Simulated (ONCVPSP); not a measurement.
## u(r) = r·R(r): atom against pseudo-atom (Ar)

Columns: radius, all-electron u(r) and pseudo u(r) of the 3s shell (level -43.39 eV) of argon in the configuration [Ne] 3s2 3p4.5; LDA (Perdew-Wang 92), scalar-relativistic, ONCV scheme, ONCVPSP 4.0.1.

| r (bohr) | all-electron | pseudo |
| --- | --- | --- |
| 0.053 | 0.2552 | 0.0266 |
| 0.105 | 0.0454 | 0.0527 |
| 0.158 | -0.2201 | 0.0802 |
| 0.210 | -0.4016 | 0.1094 |
| 0.262 | -0.4809 | 0.1425 |
| 0.315 | -0.4701 | 0.1815 |
| 0.368 | -0.3912 | 0.2258 |
| 0.420 | -0.2712 | 0.2736 |
| 0.473 | -0.1246 | 0.3255 |
| 0.525 | 0.0282 | 0.3790 |
| 0.578 | 0.1826 | 0.4365 |
| 0.630 | 0.3256 | 0.4968 |
| 0.683 | 0.4582 | 0.5626 |
| 0.735 | 0.5729 | 0.6305 |
| 0.788 | 0.6730 | 0.7003 |
| 0.840 | 0.7547 | 0.7656 |
| 0.893 | 0.8218 | 0.8249 |
| 0.945 | 0.8724 | 0.8730 |
| 0.998 | 0.9101 | 0.9101 |
| 1.050 | 0.9347 | 0.9346 |
| 1.102 | 0.9484 | 0.9484 |
| 1.155 | 0.9528 | 0.9528 |
| 1.208 | 0.9488 | 0.9488 |
| 1.260 | 0.9380 | 0.9379 |
| 1.313 | 0.9212 | 0.9211 |
| 1.365 | 0.8999 | 0.8999 |

(1) How many radial nodes do the two functions have?

(2) At about which radius was the pseudo-wave matched?

(3) Is the pseudo-wave norm-conserving?

Answers

(1) The all-electron 3s function has n − l − 1 = 2; the pseudo-wave has 0, since the states of the same l below it are removed with the core.

(2) 1.05 bohr, where the columns begin to agree (steps of 0.05 bohr).

(3) Yes: the ONCV scheme keeps the norm inside the radius equal to the all-electron one, which fixes the energy derivative of the logarithmic derivative at the level.
